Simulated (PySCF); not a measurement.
All of these have the formula C5H7F3O. Method used: PySCF 2.14.0, density-fitted response routines, TDDFT PBE0/def2-SVPD, vertical, gas phase, core orbitals frozen in the response. Geometries: GFN2-xTB; one conformer of each isolated species. Triplets are in the Tamm–Dancoff approximation.

A. `CC[C@@](F)(CF)C(=O)F`
B. `C[C@]1(C(F)(F)F)CCO1`
C. `CC[C@H](C=O)C(F)(F)F`

Lowest singlet levels (six at most, fewer where fewer were computed) with oscillator strengths:

1. 7.37 eV (f 0.001); 7.53 eV (f 0.005); 7.90 eV (f 0.026); 8.28 eV (f 0.007); 8.71 eV (f 0.007); 8.88 eV (f 0.042); T1 6.99 eV
2. 5.98 eV (f 0.003); 7.53 eV (f 0.032); 8.06 eV (f 0.011); 8.13 eV (f 0.002); 8.40 eV (f 0.005); 8.61 eV (f 0.005); T1 5.36 eV
3. 4.27 eV (f 0.000); 7.44 eV (f 0.000); 7.50 eV (f 0.003); 7.52 eV (f 0.006); 7.80 eV (f 0.026); 8.17 eV (f 0.048); T1 3.61 eV

Question: Match each spectrum to its molecule.

Answer: 1 = B, 2 = A, 3 = C.
- A: S1 at 5.98 eV, HOMO→LUMO (94%); Löwdin shares by element: HOMO oxygen 52%, fluorine 19% or more, carbon 10% or more (atoms not listed hold the other 19%); LUMO carbon 45% or more, oxygen 30%, fluorine 11% or more; HOMO -9.32 and LUMO -1.04 eV.
- B: S1 at 7.37 eV, HOMO→LUMO (58%), HOMO→LUMO+2 (20%), HOMO→LUMO+1 (19%); Löwdin shares by element: HOMO oxygen 56%, carbon 17% or more, hydrogen 6% or more (atoms not listed hold the other 22%); LUMO carbon 38% or more, hydrogen 10% or more (atoms not listed hold the other 51%); HOMO -7.94 and LUMO 0.62 eV.
- C: S1 at 4.27 eV, HOMO→LUMO (98%); S1 has the pattern of n→π* at C=O; HOMO -8.09 and LUMO -1.43 eV.
